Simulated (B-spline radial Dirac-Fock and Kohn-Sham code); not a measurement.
# X-ray form factors of barium in several charge states

Method: relativistic Hartree-Fock (Dirac-Fock) wave functions, averaged over the configuration. Computed with a B-spline atomic structure program.

Configurations: Ba⁴⁰⁺ [Ne] 3s2 3p4; Ba⁴⁷⁺ [He] 2s2 2p5; Ba⁴⁸⁺ [He] 2s2 2p4. The first column is f₀ of Ba⁴⁰⁺, the others are differences from it.

```
s (Å⁻¹)   Ba⁴⁰⁺  Δ Ba⁴⁷⁺  Δ Ba⁴⁸⁺
      0  16.000   -7.000   -8.000
   0.05  15.990   -6.991   -7.991
    0.1  15.959   -6.965   -7.964
   0.15  15.908   -6.921   -7.919
    0.2  15.836   -6.860   -7.857
   0.25  15.745   -6.783   -7.777
    0.3  15.636   -6.689   -7.682
   0.35  15.508   -6.580   -7.570
    0.4  15.362   -6.457   -7.444
   0.45  15.200   -6.320   -7.303
    0.5  15.023   -6.170   -7.149
    0.6  14.626   -5.837   -6.807
    0.7  14.180   -5.466   -6.426
    0.8  13.697   -5.068   -6.015
    0.9  13.185   -4.651   -5.585
      1  12.656   -4.226   -5.145
    1.1  12.118   -3.802   -4.705
    1.2  11.581   -3.387   -4.273
    1.4  10.540   -2.612   -3.460
    1.6   9.579   -1.944   -2.751
```
